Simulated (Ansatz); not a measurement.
CHFS2Si, SMILES `F[SiH]1SC1=S` at its PBE0-D4/def2-TZVP geometry, where that method's forces vanish. The species carries charge 0 and has multiplicity 1.

```
atom   x (Å)   y (Å)   z (Å)
  F1  -1.486  -1.462  -0.078
 Si2  -0.742  -0.094   0.209
  S3   0.996  -0.102   1.375
  C4   0.939   0.203  -0.401
  S5   2.056   0.506  -1.501
  H6  -1.763   0.949   0.397
```

(1) For each bond, give half the difference of the two atoms' forces along it (eV/Å; positive pushes the atoms apart) under PBE-D4, r2SCAN-D4, B3LYP-D4, ωB97M-V in def2-TZVPP. (Best estimate.)

## Answers

(1) Computed: 
```tsv
bond	length (Å)	PBE-D4	r2SCAN-D4	B3LYP-D4	ωB97M-V
F1–Si2	1.583	0.54	0.07	0.19	0.15
Si2–S3	2.093	0.32	0.17	0.25	0.01
Si2–C4	1.813	-0.15	-0.10	-0.04	0.06
Si2–H6	1.471	-0.04	-0.04	-0.17	-0.22
S3–C4	1.803	0.37	0.26	0.27	0.04
C4–S5	1.597	0.35	0.17	0.15	-0.08
```

B3LYP here is the variant with VWN-RPA as its local correlation; programs differ in this.
